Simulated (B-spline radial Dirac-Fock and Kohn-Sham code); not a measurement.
**Dipole and non-dipole photoemission parameters of Mo²⁺ 2p1/2**

System: Mo²⁺, configuration [Kr] 4d4; threshold 2649.7 eV (orbital energy of the model). Method: Dirac-Hartree-Slater photoionisation with a Latter tail; cross sections with all multipoles, angular parameters from the dipole term and its interference with E2. Computed with a radial atomic solver.

Input file task.json (cfg lists n, l and occupation; rrms is the nuclear radius in fm):

```json
{"items": [{
  "Z": 42,
  "q": 2,
  "cfg": [[1, 0, 2], [2, 0, 2], [2, 1, 6], [3, 0, 2], [3, 1, 6], [3, 2, 10], [4, 0, 2], [4, 1, 6], [4, 2, 4]],
  "A": 98,
  "rrms": 4.4091,
  "do": "xps",
  "hv": [53.1, 71.8, 123.0, 150, 188.0, 196.0, 200, 400, 636.0, 643.0, 781.0, 800, 1370.0, 1460.0, 1486.9, 2210.0, 2290.0, 2390.0, 2984.4, 3130.0, 3510.0, 4000, 4100.0, 6600.0, 6620.0, 6730.0, 7310.0, 8047.8, 8410.0, 12200.0]
}]}
```

Launch: `python xray2_run.py task.json out`

For linearly polarised light dσ/dΩ = σ/(4π) [1 + β P₂(cos θ) + (δ + γ cos²θ) sin θ cos φ], with θ from the polarisation vector and φ the angle between the beam and the projection of the electron momentum on the plane normal to the polarisation.

```csv
hν (eV),σ (kb),β,γ,δ
2984.4,77.9,1.254,-0.210,0.006
3130,68.9,1.321,-0.141,0.012
3510,?,?,?,?
4000,35.8,1.435,0.245,0.031
4100,33.4,1.438,0.282,0.033
6600,8.63,1.371,0.947,0.065
6620,8.55,1.370,0.951,0.066
6730,8.14,1.366,0.972,0.067
7310,6.37,1.341,1.076,0.075
8047.8,4.78,1.309,1.193,0.085
8410,4.18,1.293,1.245,0.089
12200,1.32,1.145,1.662,0.142
```

Task: Give the values at 3510 eV.

Result: σ = 50.8 kb, β = 1.402, γ = 0.040, δ = 0.022.
